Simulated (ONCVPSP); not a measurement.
# What one change does to a pseudopotential (palladium (Pd), ONCV)

```
Element                 : Pd (Z = 46)
Generator               : ONCVPSP 4.0.1
Type                    : optimised norm-conserving Vanderbilt (ONCV)
Functional              : PW91
Relativity              : scalar-relativistic
Frozen core             : [Ar] 3d10
Valence charge          : 18
Reference configuration : 4s2 4p6 4d8 (charge +2)
Partial waves           : 4s: rc 1.55 bohr, ncon 4, nbas 9, qcut 8.1 1/bohr, 2 projectors, debl 3.3 Ha; 4p: rc 1.10 bohr, ncon 3, nbas 7, qcut 7.3 1/bohr, 2 projectors, debl 3.9 Ha; 4d: rc 2.00 bohr, ncon 5, nbas 10, qcut 9.5 1/bohr, 2 projectors, debl 2 Ha
Local potential         : polynomial inside 0.85 bohr (lpopt 5, dvloc0 1 Ha)
Core correction         : Teter function, fcfact 3.25, rcfact 1.45
```

In the s channel the program set the typed energies aside and used -4.063, 0.050 Ha.

Change: s: qcut 5.2; p: qcut 4.7; d: qcut 6.2.

Cutoffs: the cutoffs (Ha) at which the residual kinetic energy of the hardest occupied pseudo-wave falls to 1 and 0.1 mHa per electron; they do not see the model core or the augmentation charge, which bear on the density cutoff. Errors are all-electron minus pseudo energies relative to the spin-unpolarised reference configuration.

Q: How do hardness, ghosts and transferability respond?

A: The potential gets neither clearly harder nor softer (74 Ha and 172 Ha → 73 Ha and 169 Ha); the p channel sets the loose cutoff, while the largest relative change is in s, which becomes softer; the lowest positive-energy flag moves from s at 76.4 eV to s at 44.6 eV; of the 4 tests that both files solve, the error grows in 4 and shrinks in 0 by more than 15 % and 0.3 meV (median size 3.2 → 16.8 meV); the range in which the s phases agree narrows (upper end 2.6 → 1.2); neither file shows a bound ghost.

```csv
quantity,base,changed
"cutoff, loose",74 Ha,73 Ha
"cutoff, tight",172 Ha,169 Ha
loose cutoff by channel,"s 23 Ha, p 74 Ha, d 27 Ha","s 14 Ha, p 73 Ha, d 20 Ha"
bound ghosts,none,none
GHOST(+) flags under 300 eV,s at 76.4 eV,s at 44.6 eV
"error for 4s2 4p6 4d10, meV [ΔE -30.08 eV]",+4.2,+21
"error for 4s2 4p6 4d9, meV [ΔE -20.89 eV]",+3.3,+12
"error for 4s2 4p6 4d7, meV [ΔE 34.44 eV]",+3.0,+27
"error for 4s2 4p6 4d8 5s1, meV [ΔE -16.37 eV]",+2.9,+6.9
s: phases at 1.57 bohr within 0.05 rad from the reference energy up to (Ha; the scan ends near 5),2.6,1.2
p: phases at 1.12 bohr within 0.05 rad from the reference energy up to (Ha; the scan ends near 5),to the end of the scan,to the end of the scan
d: phases at 2.03 bohr within 0.05 rad from the reference energy up to (Ha; the scan ends near 5),to the end of the scan,to the end of the scan
"rms error of d²Exc/dni dnj with the model core, mHa",1.64,2.31
```
